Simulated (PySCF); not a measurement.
Stretching CaH

Set-up: PySCF, no relativity, basis sets Ca aug-pcseg-1, H aug-pcseg-1. Energies in eV from Ca + H in their ground configurations at the same level. All curves are PBE0. state 1: ²Σ⁺ (doublet), unpaired electrons σ ↑; state 2: ²Π (doublet), unpaired electrons π ↑, a second solution, started from another occupation; state 3: quartet, unpaired electrons σ ↑↑, π ↑, a second solution, started from another occupation.

| R (Å) | state 1 | state 2 | state 3 |
| --- | --- | --- | --- |
| 1.710 | -1.604 | -0.1224 | 2.7262 |
| 1.789 | -1.771 | -0.2878 | 2.4794 |
| 1.869 | -1.868 | -0.3835 | 2.2860 |
| 1.928 | -1.905 | -0.4190 | 2.1690 |
| 1.988 | -1.916 | -0.4294 | 2.0722 |
| 2.048 | -1.906 | -0.4190 | 1.9920 |
| 2.127 | -1.867 | -0.3789 | 1.9064 |
| 2.227 | -1.785 | -0.2964 | 1.8268 |
| 2.346 | -1.653 | -0.1636 | 1.7608 |
| 2.505 | -1.443 | 0.0491 | 1.7066 |

Put a parabola through the three lowest points of the state 1 curve and estimate Re, k and ωe (reduced mass 0.983 u; 1 eV/Å² = 0.16022 mdyn/Å; ωe = 1302.8·√(k/μ) cm⁻¹).

Through R = 1.928, 1.988, 2.048 Å the second-order coefficient is 2.92 eV/Å², so Re ≈ 1.989 Å, k ≈ 0.935 mdyn/Å and ωe ≈ 1270 cm⁻¹. A polynomial fit of higher order to the unrounded PBE0 energies gives Re = 1.988 Å, k = 0.941 mdyn/Å, ωe = 1275 cm⁻¹; anharmonicity and rounding make the difference.

The higher-order fit for each curve: state 1: Re = 1.988 Å, ωe = 1275 cm⁻¹, De = 1.92 eV; state 2: Re = 1.986 Å, ωe = 1274 cm⁻¹, minimum 0.429 eV below the ground-state fragments. State 3 gave no clean fit.

Counting both spins, an empty level lies below a filled one in some of these solutions, because spin and occupation are held. The state is the lowest determinant that a PBE0 search found; another state may lie lower at other levels.
